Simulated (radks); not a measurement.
Problem. Neutral argon, [Ar]. Calculated with a radial shooting solver on a logarithmic mesh with Libxc functionals: non-relativistic Kohn-Sham, LDA (Slater exchange, Perdew-Wang correlation), spin-polarised, spherical densities, point nucleus. Every spin shell is full or empty, so the densities are truly spherical. Functionals are evaluated on that one density, not self-consistently. Rank these orbital-free kinetic functionals by their error against the exact value of the orbitals, and give that value: Thomas-Fermi, von Weizsacker, TF + vW, TF + vW/9, TF + vW/5, LC94, APBEK, revAPBEK, Perdew 92, Thakkar, Pearson, LKT, PG1, Ernzerhof.

Solution. Exact: 524.967 hartree. From best to worst, with 100 (|E| - |E exact|)/|E exact| (equal figures are ties): Ernzerhof -0.03, Thakkar -0.12, LC94 +0.14, APBEK +0.26, Perdew 92 -0.57, TF + vW/9 -0.59, revAPBEK +0.59, Pearson -1.43, TF + vW/5 +4.60, Thomas-Fermi -7.06, PG1 +23.35, LKT +28.99, von Weizsacker -41.70, TF + vW +51.24.
